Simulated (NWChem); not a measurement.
System: SnSi$_{2}$H$_{6}$, singlet; SMILES [SiH3][Sn][SiH3]

```xyz
9

Sn     0.9292     0.0234     0.1281
Si    -1.0018    -1.7969     0.2139
H     -1.3522    -2.0722    -1.2221
H     -2.2546    -1.3382     0.8988
H     -0.5915    -3.1000     0.8291
Si    -1.0199     1.7968    -0.1985
H     -1.5536     2.0594     1.1824
H     -2.1657     1.3093    -1.0344
H     -0.5683     3.1111    -0.7582
```
Atoms are numbered in this order, from 1.

Level: PBE0/def2-SVP with def2 effective core potentials on Sn (NWChem), optimised geometry, unscaled harmonic frequencies. Low-valent species are run as closed-shell singlets; no triplet was tried in these runs. def2 effective core potentials on Sn; no spin-orbit coupling.

```csv
frequency (cm⁻¹),IR intensity (km/mol)
71,0.3
81,1.4
101,0.0
263,10.0
268,9.0
330,26.7
368,0.6
433,4.7
496,0.9
823,373.6
855,227.3
913,81.6
921,6.2
937,17.4
941,63.0
2179,82.9
2180,34.7
2201,64.0
2202,115.2
2212,207.2
2214,28.1
```

The zero-point energy is 30.0 kcal/mol, the thermal correction to the enthalpy at 298.15 K (with zero-point energy) is 35.4 kcal/mol and the heat capacity Cv is 24.2 cal/(mol K). The entropy at 298.15 K and 1 atm (symmetry number 2) is 87.4 cal/(mol K).

Rigid rotor and harmonic oscillator; modes under 100 cm⁻¹ make the entropy uncertain.
